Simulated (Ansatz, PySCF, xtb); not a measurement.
Complex: CHN (SMILES C#N) (first 3 atoms) with H4OSi (SMILES O[SiH3]); geometry from B3LYP-D3(BJ)/def2-TZVP, rigid monomers moved along the line of their centres of mass till N2···H6 is 2.78 Å.
(charge 0, multiplicity 1):
```json
[
 {"atom": "C", "x (Å)": "0.5763", "y (Å)": "1.5375", "z (Å)": "-0.6186"},
 {"atom": "N", "x (Å)": "0.6017", "y (Å)": "1.1518", "z (Å)": "0.4578"},
 {"atom": "H", "x (Å)": "0.5529", "y (Å)": "1.8977", "z (Å)": "-1.6230"},
 {"atom": "O", "x (Å)": "0.5229", "y (Å)": "-0.2135", "z (Å)": "3.9453"},
 {"atom": "Si", "x (Å)": "-0.6785", "y (Å)": "-1.2595", "z (Å)": "4.3429"},
 {"atom": "H", "x (Å)": "0.5429", "y (Å)": "0.1385", "z (Å)": "3.0441"},
 {"atom": "H", "x (Å)": "-2.0272", "y (Å)": "-0.6522", "z (Å)": "4.1936"},
 {"atom": "H", "x (Å)": "-0.4674", "y (Å)": "-1.6284", "z (Å)": "5.7589"},
 {"atom": "H", "x (Å)": "-0.6525", "y (Å)": "-2.4908", "z (Å)": "3.5102"}
]
```

Counterpoise-corrected where a basis set is named; no monomer relaxation. Rows marked so take none.

Rows in 6-31G* carry no dispersion term and start afresh at each structure (6-31G* with six Cartesian d functions).

Codes used: Ansatz (Gaussian basis) for Hartree–Fock, density functionals and correlated methods; PySCF for 6-31G* rows; xtb for the GFN methods. Each number belongs to the level named beside it.

Task: Predict the interaction energy from GFN2-xTB.

Result: -2.3 kcal/mol

Task: What interaction energy does B3LYP/def2-TZVPPD give?

Result: -2.8 kcal/mol

Task: Predict the interaction energy from HF/6-31G* (no counterpoise).

Result: -3.4 kcal/mol

Ansatz is a first-principles code.
